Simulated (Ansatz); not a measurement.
Stepwise reaction of `[S]=[Ta]([Cl])([Cl])[Cl]` with ammonia, as a gas-phase model of exchange steps in deposition or etching. ΔE in kJ/mol; ΔG adds harmonic PBE0-D4 terms to CCSD(T)/CBS, at 1 bar.

Isolated molecules relaxed with PBE0-D4/def2-TZVP in Ansatz; ΔE leaves out vibrations. CCSD(T)/CBS is the MP2 limit (def2-TZVPP, def2-QZVPP) plus CCSD(T) − MP2 in def2-TZVPP, frozen cores. This one scheme is used for every species. DFT in def2-TZVPP. B3LYP here is the variant with VWN-RPA as its local correlation; programs differ in this. Elements past krypton have def2 core potentials. For Ta outer-core shells are correlated without core-valence functions, which leaves a few kJ/mol of doubt a bond. Each species was taken in one conformer, which may not be the lowest.

```
step                                                                reaction  PBE-D4  B3LYP-D4  ωB97M-V  CCSD(T)/CBS  ΔG(400 K)
   2  `[NH2][Ta](=[S])([Cl])[Cl]` + NH₃ → `[NH2][Ta]([NH2])(=[S])[Cl]` + HCl    70.9      70.2     68.6         70.3       60.8
```

Q: Give the row of step 1, `[S]=[Ta]([Cl])([Cl])[Cl]` + NH₃ → `[NH2][Ta](=[S])([Cl])[Cl]` + HCl. (An estimate is asked.)

A: Ansatz gave: 
```tsv
step	reaction	PBE-D4	B3LYP-D4	ωB97M-V	CCSD(T)/CBS	ΔG(400 K)
1	`[S]=[Ta]([Cl])([Cl])[Cl]` + NH₃ → `[NH2][Ta](=[S])([Cl])[Cl]` + HCl	50.7	49.5	47.3	48.8	38.3
```

Q: By hand: ΔE of the 2 steps together at CCSD(T)/CBS.

A: (48.8) + (70.3) = 119.1 kJ/mol, or 59.5 kJ/mol a step.

In ΔE each step is higher than the one before. All are uphill at CCSD(T)/CBS. ΔG lies between 38.3 and 60.8 kJ/mol a step. PBE-D4 differs from CCSD(T)/CBS by 0.6 to 1.9 kJ/mol a step. Isolated molecules leave out the surface, adducts and barriers. Largest T1 diagnostic: 0.020.
